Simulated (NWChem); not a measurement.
System: C₃H₅BO; SMILES C#CBOC

NWChem input:

```
start job
memory heap 200 mb stack 900 mb global 1100 mb
geometry units angstroms noautoz
  B     -0.532120    -0.053614     0.000000
  C     -0.080825    -1.517838     0.000000
  C      0.221811    -2.697098     0.000000
  H      0.498051    -3.736492     0.000000
  H     -1.713033     0.228047     0.000000
  O      0.395039     0.916986     0.000000
  C      0.070074     2.283560     0.000000
  H     -1.020594     2.443938     0.000000
  H      0.505248     2.760069     0.891735
  H      0.505248     2.760069    -0.891735
end
basis spherical
  * library def2-svp
end
dft
  xc b3lyp
  iterations 150
  mulliken
end
task dft energy
```

Parts of the log:

```
             Northwest Computational Chemistry Package (NWChem) 7.3.0
             --------------------------------------------------------

 CS  symmetry detected

                             Geometry "geometry" -> ""
                             -------------------------

 Output coordinates in angstroms (scale by  1.889725989 to convert to a.u.)

  No.       Tag          Charge          X              Y              Z
 ---- ---------------- ---------- -------------- -------------- --------------
    1 B                    5.0000    -0.54703340    -0.05300541     0.00000000
    2 C                    6.0000    -0.09255028    -1.51624298     0.00000000
    3 C                    6.0000     0.21265352    -2.69484102     0.00000000
    4 H                    1.0000     0.49115674    -3.73363089     0.00000000
    5 H                    1.0000    -1.72855708     0.22608280     0.00000000
    6 O                    8.0000     0.37800936     0.91961171     0.00000000
    7 C                    6.0000     0.05006863     2.28547467     0.00000000
    8 H                    1.0000    -1.04094610     2.44347673     0.00000000
    9 H                    1.0000     0.48420372     2.76293038     0.89173500
   10 H                    1.0000     0.48420372     2.76293038    -0.89173500

 Effective nuclear repulsion energy (a.u.)     135.5454113362

      Symmetry information
      --------------------

 Group name             Cs
 Group number              2
 Group order               2
 No. of unique centers     9

                                 NWChem DFT Module
                                 -----------------

 Summary of "ao basis" -> "ao basis" (spherical)
 ------------------------------------------------------------------------------
       Tag                 Description            Shells   Functions and Types
 ---------------- ------------------------------  ------  ---------------------
 B                          def2-svp                 6       14   3s2p1d
 C                          def2-svp                 6       14   3s2p1d
 H                          def2-svp                 3        5   2s1p
 O                          def2-svp                 6       14   3s2p1d

      Symmetry analysis of basis
      --------------------------

        a'         67
        a"         28

            General Information
            -------------------
          SCF calculation type: DFT
          Wavefunction type:  closed shell.
          No. of atoms     :    10
          No. of electrons :    36
           Alpha electrons :    18
            Beta electrons :    18
          Charge           :     0
          Spin multiplicity:     1
          Use of symmetry is: on ; symmetry adaption is: on
          Maximum number of iterations: 150
          AO basis - number of functions:    95
                     number of shells:    45
          Convergence on energy requested:  1.00D-06
          Convergence on density requested:  1.00D-05
          Convergence on gradient requested:  5.00D-04

              XC Information
              --------------
                         B3LYP Method XC Potential
                     Hartree-Fock (Exact) Exchange  0.200
                        Slater Exchange Functional  0.800 local
                    Becke 1988 Exchange Functional  0.720 non-local
              Lee-Yang-Parr Correlation Functional  0.810
                  VWN I RPA Correlation Functional  0.190 local

             Grid Information
             ----------------
          Grid used for XC integration:  medium
          Radial quadrature: Mura-Knowles
          Angular quadrature: Lebedev.
          Tag              B.-S. Rad. Rad. Pts. Rad. Cut. Ang. Pts.
          ---              ---------- --------- --------- ---------
          B                   0.85       49          10.0       434
          C                   0.70       49          14.0       434
          H                   0.35       45          14.0       434
          O                   0.60       49          12.0       434
          Grid pruning is: on
          Number of quadrature shells:   425
          Spatial weights used:  Erf1

      Superposition of Atomic Density Guess
      -------------------------------------

 Sum of atomic energies:        -214.56597517

      Non-variational initial energy
      ------------------------------

 Total energy =    -217.067601
 1-e energy   =    -557.033774
 2-e energy   =     204.420762
 HOMO         =      -0.354446
 LUMO         =      -0.039781

      Symmetry analysis of molecular orbitals - initial
      -------------------------------------------------

  Numbering of irreducible representations:

     1 a'          2 a"

  Orbital symmetries:

     1 a'          2 a'          3 a'          4 a'          5 a'
     6 a'          7 a'          8 a'          9 a'         10 a'
    11 a'         12 a"         13 a'         14 a'         15 a"
    16 a'         17 a"         18 a'         19 a"         20 a'
    21 a'         22 a'         23 a"         24 a'         25 a'
    26 a"         27 a'         28 a'

     ---------------------------------------------
      Total Density - Mulliken Population Analysis
     ---------------------------------------------

    Atom       Charge   Shell Charges
 -----------   ------   -------------------------------------------------------
    1 B    5     4.64   1.99  0.88  0.19  1.23  0.24  0.11
    2 C    6     6.15   1.99  1.01  0.38  1.99  0.74  0.03
    3 C    6     6.08   1.99  0.98  0.54  1.84  0.69  0.03
    4 H    1     0.88   0.63  0.22  0.03
    5 H    1     1.10   0.72  0.37  0.01
    6 O    8     8.51   1.99  1.10  0.60  3.03  1.78  0.01
    7 C    6     5.87   1.99  0.92  0.21  1.84  0.86  0.05
    8 H    1     0.93   0.69  0.22  0.02
    9 H    1     0.92   0.69  0.21  0.02
   10 H    1     0.92   0.69  0.21  0.02

   convergence    iter        energy       DeltaE   RMS-Dens  Diis-err
 ---------------- ----- ----------------- --------- --------- ---------
 d= 0,ls=0.0,diis     1   -217.1470023732 -3.53D+02  1.24D-02  5.37D-01
 d= 0,ls=0.0,diis     2   -217.1432615349  3.74D-03  6.80D-03  7.21D-01
 d= 0,ls=0.0,diis     3   -217.2061828977 -6.29D-02  2.66D-03  1.11D-01
 d= 0,ls=0.0,diis     4   -217.2152280987 -9.05D-03  1.11D-03  2.52D-02
 d= 0,ls=0.0,diis     5   -217.2183738814 -3.15D-03  3.63D-04  2.94D-03
  Resetting Diis
 d= 0,ls=0.0,diis     6   -217.2187144967 -3.41D-04  7.99D-05  8.90D-05
 d= 0,ls=0.0,diis     7   -217.2187260448 -1.15D-05  3.09D-05  3.09D-06
 d= 0,ls=0.0,diis     8   -217.2187259483  9.65D-08  1.57D-05  4.08D-06
 d= 0,ls=0.0,diis     9   -217.2187264636 -5.15D-07  3.08D-06  1.99D-07

         Total DFT energy =     -217.218726463575
      One electron energy =     -561.313668894578
           Coulomb energy =      239.255653238839
    Exchange-Corr. energy =      -30.706122144057
 Nuclear repulsion energy =      135.545411336222

 Numeric. integr. density =       35.999990985641

                  Occupations of the irreducible representations
                  ----------------------------------------------

                     irrep           alpha         beta
                     --------     --------     --------
                     a'               15.0         15.0
                     a"                3.0          3.0

                       DFT Final Molecular Orbital Analysis
                       ------------------------------------

 Vector   16  Occ=2.000000D+00  E=-3.228184D-01  Symmetry=a'
              MO Center= -2.0D-01,  6.6D-01,  8.4D-15, r^2= 2.6D+00
   Bfn.  Coefficient  Atom+Function         Bfn.  Coefficient  Atom+Function
  ----- ------------  ---------------      ----- ------------  ---------------
    56      0.458212   6 O  px               59      0.297986   6 O  px
     4      0.241061   1 B  px               48      0.235645   5 H  s
    49      0.230701   5 H  s                17     -0.181275   2 C  s
    81      0.177089   8 H  s                19     -0.154430   2 C  py
    82      0.154205   8 H  s                55      0.151741   6 O  s

 Vector   17  Occ=2.000000D+00  E=-2.862561D-01  Symmetry=a"
              MO Center=  1.0D-01, -1.6D+00, -1.1D-15, r^2= 2.9D+00
   Bfn.  Coefficient  Atom+Function         Bfn.  Coefficient  Atom+Function
  ----- ------------  ---------------      ----- ------------  ---------------
    34      0.394731   3 C  pz               20      0.389786   2 C  pz
    37      0.235477   3 C  pz               58     -0.234715   6 O  pz
    23      0.222991   2 C  pz               61     -0.176731   6 O  pz
    86      0.082480   9 H  s                91     -0.082480  10 H  s
    72      0.075933   7 C  pz               87      0.057287   9 H  s

 Vector   18  Occ=2.000000D+00  E=-2.799122D-01  Symmetry=a'
              MO Center= -3.3D-02, -2.0D+00, -9.9D-16, r^2= 1.9D+00
   Bfn.  Coefficient  Atom+Function         Bfn.  Coefficient  Atom+Function
  ----- ------------  ---------------      ----- ------------  ---------------
    32      0.412570   3 C  px               18      0.389260   2 C  px
    35      0.258092   3 C  px               21      0.193122   2 C  px
    49      0.134592   5 H  s                48      0.132081   5 H  s
    33      0.115989   3 C  py                4      0.078959   1 B  px
    19      0.078431   2 C  py               56      0.077320   6 O  px

 Vector   19  Occ=0.000000D+00  E=-4.326425D-02  Symmetry=a"
              MO Center= -2.3D-01, -8.8D-01,  1.4D-16, r^2= 3.5D+00
   Bfn.  Coefficient  Atom+Function         Bfn.  Coefficient  Atom+Function
  ----- ------------  ---------------      ----- ------------  ---------------
     6      0.433678   1 B  pz                9     -0.411425   1 B  pz
    37      0.401422   3 C  pz               34      0.337211   3 C  pz
    61      0.254517   6 O  pz               58      0.252976   6 O  pz
    23     -0.206290   2 C  pz               20     -0.157642   2 C  pz
    87     -0.094583   9 H  s                92      0.094583  10 H  s

 Vector   20  Occ=0.000000D+00  E= 2.863804D-02  Symmetry=a'
              MO Center= -5.0D-02, -1.4D+00, -2.0D-16, r^2= 4.0D+00
   Bfn.  Coefficient  Atom+Function         Bfn.  Coefficient  Atom+Function
  ----- ------------  ---------------      ----- ------------  ---------------
    35      0.562676   3 C  px               21     -0.507135   2 C  px
    55      0.391002   6 O  s                32      0.373473   3 C  px
    18     -0.357771   2 C  px               69      0.350380   7 C  s
    49     -0.278486   5 H  s                82     -0.276279   8 H  s
     8     -0.223262   1 B  py                7     -0.220007   1 B  px

 Vector   21  Occ=0.000000D+00  E= 6.840912D-02  Symmetry=a'
              MO Center=  1.6D-01,  2.5D+00, -7.5D-17, r^2= 5.5D+00
   Bfn.  Coefficient  Atom+Function         Bfn.  Coefficient  Atom+Function
  ----- ------------  ---------------      ----- ------------  ---------------
    69      2.498832   7 C  s                87     -1.261500   9 H  s
    92     -1.261500  10 H  s                82     -0.927405   8 H  s
     3     -0.576804   1 B  s                74      0.386726   7 C  py
    49      0.240157   5 H  s                68      0.240239   7 C  s
    22      0.165386   2 C  py               21      0.162159   2 C  px

     ---------------------------------------------
      Total Density - Mulliken Population Analysis
     ---------------------------------------------

    Atom       Charge   Shell Charges
 -----------   ------   -------------------------------------------------------
    1 B    5     5.03   1.98  0.84  0.14  1.60  0.34  0.12
    2 C    6     5.84   1.99  0.93  0.39  2.02  0.48  0.02
    3 C    6     6.14   1.99  0.91  0.56  2.00  0.66  0.02
    4 H    1     0.99   0.74  0.22  0.03
    5 H    1     1.09   0.75  0.33  0.01
    6 O    8     8.18   1.99  1.09  0.59  2.92  1.58  0.01
    7 C    6     5.81   1.98  0.91  0.10  2.07  0.69  0.06
    8 H    1     0.98   0.75  0.21  0.02
    9 H    1     0.97   0.75  0.20  0.02
   10 H    1     0.97   0.75  0.20  0.02

     -------------------------------------------
      Total Density - Lowdin Population Analysis
     -------------------------------------------

    Atom       Charge   Shell Charges
 -----------   ------   -------------------------------------------------------
    1 B    5     5.11   1.96  0.51  0.26  1.44  0.64  0.29
    2 C    6     6.04   1.97  0.65  0.34  1.83  1.20  0.05
    3 C    6     6.02   1.97  0.64  0.35  1.81  1.22  0.05
    4 H    1     0.96   0.61  0.28  0.08
    5 H    1     1.05   0.65  0.37  0.03
    6 O    8     7.98   1.97  0.87  0.54  2.74  1.84  0.03
    7 C    6     5.91   1.96  0.58  0.30  1.84  1.11  0.12
    8 H    1     0.98   0.65  0.27  0.06
    9 H    1     0.98   0.65  0.26  0.06
   10 H    1     0.98   0.65  0.26  0.06

     Multipole analysis of the density
     ---------------------------------

     L   x y z        total         alpha         beta         nuclear
     -   - - -        -----         -----         ----         -------
     0   0 0 0     -0.000000    -18.000000    -18.000000     36.000000

     1   1 0 0     -0.067724     -0.033862     -0.033862      0.000000
     1   0 1 0      0.461123      0.230561      0.230561     -0.000000
     1   0 0 1      0.000000      0.000000      0.000000      0.000000

     2   2 0 0    -23.938367    -25.822663    -25.822663     27.706959
     2   1 1 0     -1.226970      1.308419      1.308419     -3.843807
     2   1 0 1      0.000000      0.000000      0.000000      0.000000
     2   0 2 0    -15.042226   -240.918959   -240.918959    466.795692
     2   0 1 1     -0.000000     -0.000000     -0.000000      0.000000
     2   0 0 2    -22.381518    -14.030438    -14.030438      5.679359
```

Level: B3LYP/def2-SVP. Structure relaxed at the PBE0/def2-SVP level.
